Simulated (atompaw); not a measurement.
# u(r) = r·R(r): atom against pseudo-atom (Li)

Columns: radius, all-electron u(r) and pseudo u(r) of the 2s shell (level -6.79 eV) of lithium in the configuration 1s2 2s0 2p0; PBE, scalar-relativistic, PAW (atompaw) scheme, atompaw 4.2.0.5.

```
r (bohr)  all-electron   pseudo
   0.115       -0.1805  -0.0751
   0.231       -0.2494  -0.1352
   0.346       -0.2508  -0.1673
   0.462       -0.2124  -0.1660
   0.577       -0.1520  -0.1326
   0.692       -0.0800  -0.0747
   0.808       -0.0026  -0.0019
   0.923        0.0744   0.0744
   1.038        0.1487   0.1487
   1.154        0.2192   0.2192
   1.269        0.2833   0.2833
   1.385        0.3416   0.3416
   1.500        0.3925   0.3925
   1.615        0.4366   0.4366
   1.731        0.4743   0.4743
   1.846        0.5051   0.5051
   1.962        0.5301   0.5301
   2.077        0.5492   0.5492
   2.192        0.5632   0.5632
   2.308        0.5727   0.5727
   2.423        0.5781   0.5781
   2.538        0.5798   0.5798
   2.654        0.5783   0.5783
   2.769        0.5741   0.5741
   2.885        0.5675   0.5675
   3.000        0.5589   0.5589
```

**Question.** How many radial nodes do the two functions have?

**Answer.** The all-electron 2s function has n − l − 1 = 1; the pseudo-wave has 1, since 1 lower shell of the same l stays in the valence.

**Question.** At about which radius was the pseudo-wave matched?

**Answer.** 1.00 bohr, where the columns begin to agree (steps of 0.12 bohr).

**Question.** Is the pseudo-wave norm-conserving?

**Answer.** No, it belongs to a PAW set: the norm inside the radius is not constrained, and the difference is carried by the augmentation charge.
